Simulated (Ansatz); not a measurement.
Ansatz (a quantum-chemistry and plane-wave program) input (r2SCAN0/def2-TZVPD):

Ansatz 0.2 input:
```yaml
crystal:
  periodic: [false, false, false]
  atoms:
    - {symbol: O, position_ang: [-1.41870754, 0.58902210, 0.00232765]}
    - {symbol: Se, position_ang: [0.01180350, -0.30243437, 0.00972876]}
    - {symbol: O, position_ang: [1.36854264, 0.69632397, -0.04367488]}
basis:
  gaussian:
    orbitals: def2-TZVPD
hamiltonian:
  xc: {name: r2SCAN0}
total_charge: -1
magnetization: {spin_polarized: true, initial_magnetization: 1}
output: {forces: true}
```

End of the output:

```
integrals: 0.05 GiB planned
821 factors; their error is unknown
mean field: 0.73 GiB planned
mean field evaluation 1: about -69439.2621 eV, gradient 2.7e1 eV
mean field evaluation 2: about -69432.8059 eV, gradient 5.1e1 eV
mean field evaluation 4: about -69441.9017 eV, gradient 1.3e0 eV
mean field evaluation 8: about -69442.2089 eV, gradient 3.9e-2 eV
mean field evaluation 16: about -69442.2089 eV, gradient 6.0e-5 eV
mean field -69442.20889106 eV, -2551.9541071268 hartree, gradient 6.0e-5 eV, S^2 0.760864; 0 other end points of the search recorded, 0 dependent functions left out
the calculation of the forces begins
reference -69442.20891776 eV, -2551.9541081078 hartree; 26, 25 occupied and 111, 112 virtual orbitals, 821 factors
Total energy: -69442.20891776 eV, -2551.9541081078 hartree
Atom 0 at    -1.418708     0.589022     0.002328 Å, force     0.938848    -0.557965     0.003969 eV/Å
Atom 1 at     0.011803    -0.302434     0.009729 Å, force    -0.046305     1.186434    -0.038165 eV/Å
Atom 2 at     1.368543     0.696324    -0.043675 Å, force    -0.892544    -0.628469     0.034196 eV/Å
Dipole moment:     0.024973    -0.639867     0.020583 e Å
```
